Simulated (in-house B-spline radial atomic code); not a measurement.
Values are calculated unless marked as measured or tabulated.
# Two electrons in Ge: a parabolic dot with ħω = 2.94 meV in all three directions with a doubly ionised double donor at its centre

For Ge the NSM archive of the Ioffe Institute lists m_l = 1.6 m0, m_t = 0.08 m0 and ε = 16.2; the model takes one isotropic valley with the conductivity mass 3/(1/m_l + 2/m_t) = 0.117 m0, and so misses anisotropy and the other valleys. All triplets below are those of one valley; with several valleys two electrons can form a triplet in the 1s orbital itself, at an energy set by the valley splitting. Real donors also feel a central-cell potential, which shifts the ground state; some double donors stay shallow and helium-like, others are deep centres that this model can't describe.

Effective-mass model with parabolic bands, a uniform dielectric constant, no image charges, no central-cell or spin-orbit terms. Two-electron levels come from full CI in B-splines with partial waves to l = 5 (up to 0.001 effective hartree above the limit).

(1) What are the effective units, and what is the potential in them?

In these units the lowest s and p orbitals lie at -1.9784 and -0.3369, and their Coulomb and exchange integrals are J_ss = 1.2665, J_sp = 0.5827 and K_sp = 0.05194. Full CI gives -2.8371 for the ground singlet, -1.8273 for the sp triplet, -1.7777 for the sp singlet and -1.8248 for the lowest triplet of two s orbitals.

(2) What does it cost to add the second electron, to first order and exactly?

(3) How far above the singlet do the triplets lie?

## Answers

(1) Ha* = 27211.386 meV × 0.117/16.2² = 12.13 meV and a* = 0.0529177 nm × 16.2/0.117 = 7.327 nm. The frequency is ω = 0.242 Ha*, with −2/r added.

(2) To first order E = 2ε_s + J_ss = -2.6904, so the charging energy E(2) − 2E(1) is J_ss = 15.36 meV. CI gives -2.8371 − 2 × (-1.9784) = 1.1198, or 13.58 meV: relaxation and correlation lower it by 1.78 meV, 11.6 % of J_ss. The s² configuration of one-electron orbitals holds 93.7 % of the state, and the mean radius is 6.55 nm.

(3) To first order the sp triplet lies at ε_s + ε_p + J_sp − K_sp = -1.7845, which is 10.99 meV above 2ε_s + J_ss. CI gives -1.8273 − (-2.8371) = 1.0098, or 12.25 meV, 62 % of the orbital spacing of 19.91 meV. The ss triplet lies 12.28 meV up, so the lower of the two is the sp one, and its gap equals k_BT at 142 K. The sp singlet-triplet splitting is 0.6016 meV, against 2K_sp = 1.26 meV.
